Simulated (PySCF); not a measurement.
A geometry optimisation, step by step.

Compound: [RuO3N]- (charge -1 and singlet state).
Bonds: Ru1–O2, Ru1–O3, Ru1–O4, Ru1–N5.

Method: PBE0-D3(BJ)/def2-SVP geometry optimisation, gas phase, def2 core potentials past Kr in PySCF; density fitting, grid level 1; the optimiser is geomeTRIC in internal coordinates, started from a GFN2-xTB structure. The frame can shift and turn from step to step; on so coarse a grid that alone can change the energy by a few meV, and forces under 0.02 eV/Å are noise.

Step 0: E = -10197.8770 eV, largest atomic force 3.649 eV/Å
```
atom  x, y, z in Å  |  force x, y, z in eV/Å
Ru1     0.019    0.033    0.013   -1.720  -2.985  -1.204
O2     -0.009   -0.050    1.671    0.138   0.169   3.013
O3      1.566   -0.022   -0.585    2.880   0.222  -0.906
O4     -0.821    1.348   -0.555   -1.287   2.601  -0.870
N5     -0.755   -1.309   -0.544   -0.012  -0.008  -0.033
```

Step 1: E = -10198.0896 eV, largest atomic force 1.003 eV/Å
```
atom  x, y, z in Å  |  force x, y, z in eV/Å
Ru1    -0.010   -0.017   -0.006    0.407   0.709   0.285
O2      0.000   -0.034    1.729   -0.104  -0.161  -0.984
O3      1.624    0.001   -0.588   -0.956  -0.171   0.241
O4     -0.832    1.407   -0.562    0.339  -0.913   0.235
N5     -0.782   -1.357   -0.573    0.315   0.536   0.223
```

Step 2: E = -10198.1332 eV, largest atomic force 0.302 eV/Å
```
atom  x, y, z in Å  |  force x, y, z in eV/Å
Ru1    -0.002   -0.002    0.000    0.142   0.246   0.102
O2     -0.008   -0.049    1.717   -0.009  -0.015  -0.167
O3      1.612   -0.008   -0.589   -0.162  -0.011   0.053
O4     -0.836    1.391   -0.561    0.070  -0.144   0.052
N5     -0.767   -1.332   -0.566   -0.041  -0.076  -0.041
```

Step 3: E = -10198.1343 eV, largest atomic force 0.067 eV/Å
```
atom  x, y, z in Å  |  force x, y, z in eV/Å
Ru1     0.000    0.001    0.001   -0.030  -0.054  -0.023
O2     -0.009   -0.055    1.714   -0.001  -0.004   0.018
O3      1.609   -0.005   -0.586    0.018   0.007  -0.002
O4     -0.835    1.390   -0.557   -0.007   0.018   0.000
N5     -0.765   -1.330   -0.571    0.020   0.034   0.007
```

Step 4: E = -10198.1344 eV, largest atomic force under 0.02 eV/Å
```
atom  x, y, z in Å  |  force x, y, z in eV/Å
Ru1     0.000    0.000    0.000   -0.004  -0.007  -0.003
O2     -0.011   -0.059    1.714   -0.003  -0.007   0.010
O3      1.610   -0.002   -0.585    0.010   0.004  -0.001
O4     -0.835    1.391   -0.554   -0.005   0.009   0.001
N5     -0.763   -1.329   -0.576    0.002   0.002  -0.007
```

**Question.** Summarise the path.

**Answer.** The energy falls by 0.2575 eV from step 0 to step 4; nine tenths of that is first reached at step 2. It falls at every step. The largest force goes from 3.649 to under 0.02 eV/Å. Among the bonds Ru1–O4 changes most (a near tie, within 0.001 Å, with another), from 1.660 to 1.714 Å; the atoms move by 0.040 Å rms after alignment.

**Question.** Follow the three bonds and two angles with the largest change from start to end.

**Answer.** 
```csv
step,E above end (eV),largest force (eV/Å),Ru1–O4 (Å),Ru1–O2 (Å),Ru1–O3 (Å),O2–Ru1–N5 (°),O3–Ru1–N5 (°)
0,0.2575,3.649,1.660,1.660,1.660,106.8,106.8
1,0.0448,1.003,1.736,1.736,1.735,109.8,109.6
2,0.0012,0.302,1.718,1.718,1.717,108.8,108.6
3,0.0001,0.067,1.714,1.714,1.713,108.7,108.4
4,0.0000,under 0.02,1.714,1.714,1.713,108.7,108.5
```

What follows is the cost of the whole optimisation. On an Arm Neoverse V2 with one thread (shared host), this took 14 s of wall time and 0.35 GiB of memory at its peak.
